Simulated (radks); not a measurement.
Species: the copper ion Cu3+. Configuration: [Ar] 3d8 (the NIST ground configuration).

All-electron calculation, Dirac Kohn-Sham, relativistic LDA (MacDonald-Vosko exchange, VWN5 correlation), spin-unpolarised, spherical densities, finite nucleus; open shells fill j = l - 1/2 first; Fermi nuclear charge, rms radius 3.8823 fm. Program: a radial shooting solver on a logarithmic mesh with Libxc functionals.

Energy parts (eV):
part                       energy
total                  -44854.125
kinetic                 45540.356
electron-nucleus      -106975.382
Hartree                 18271.512
exchange-correlation    -1690.611

Orbitals (lengths in bohr, moments of r in powers of bohr; <r^-3> diverges for s and p1/2; r(90%) holds 90 % of the orbital's charge):
orbital  occ.  eigenvalue (eV)  <r^-3>  r(90%)  <1/r>
1s1/2       2        -8851.898       -  0.0934  29.06
2s1/2       2        -1104.991       -   0.365  6.338
2p1/2       2        -975.7963       -   0.335  6.303
2p3/2       4        -955.4433   681.8   0.340  6.162
3s1/2       2        -159.8005       -    1.06  2.017
3p1/2       2        -119.3687       -    1.13  1.893
3p3/2       4        -116.7117   89.63    1.14  1.860
3d3/2       4         -49.4454   9.259    1.45  1.535
3d5/2       4         -49.1151   9.049    1.46  1.527

The highest occupied level is 3d5/2 at -49.115 eV. For comparison, the ionisation energy in NIST's Atomic Spectra Database is 57.38 eV (semi-empirical). In exact Kohn-Sham theory the highest level is minus the ionisation energy, but local and semilocal functionals leave it too shallow, through self-interaction and a potential that decays too fast; potentials with the right tail come closer. The density falls to 0.001 e/bohr^3 at r = 2.64 bohr. The electron density at the nucleus is 2.198e+04 e/bohr^3.

Beside tabulated values, note that spin-unpolarised runs miss the spin-polarisation part of the exchange energy of open shells.
